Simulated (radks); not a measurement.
Results of a calculation; reference values are marked as such.
Spherical jellium clusters: N electrons in a uniform positive sphere of charge N and radius rs N^(1/3), rs = 2.23 bohr. Level of theory: non-relativistic Kohn-Sham, exchange-only LDA, spin-polarised, spherical densities (a radial shooting solver with Libxc functionals). Levels are named by radial order and angular momentum (1s, 1p, 1d, 2s, ...), and open shells are averaged over m.

N = 30, configuration 1s2 1p6 1d10 2s2 1f(up 7, down 0) 2p(up 3, down 0). This is the lowest configuration that the search found. Occupied and some empty levels:

level    occupation  eigenvalue (eV)  <r> (bohr)
1s up             1          -11.160       4.179
1s down           1          -10.057       4.064
1p up             3          -9.1425       5.005
1p down           3          -7.9251       4.909
1d up             5          -6.6564       5.642
2s up             1          -5.6129       4.930
1d down           5          -5.3414       5.556
2s down           1          -4.3715       4.885
1f up             7          -3.8531       6.262
2p up             3          -2.8191       6.323
1f down           0          -2.4540       6.217
2p down           0          -1.5319       6.593
1g up             0         -0.91108       7.109
3s up             0         -0.79197       9.898
2d up             0         -0.63228       9.100
3s down           0        -0.064715       14.17

Energy (eV): total 12.4927, kinetic 148.81, external -4089.8, Hartree 1979.1, exchange-correlation -146.21, background 2120.6.
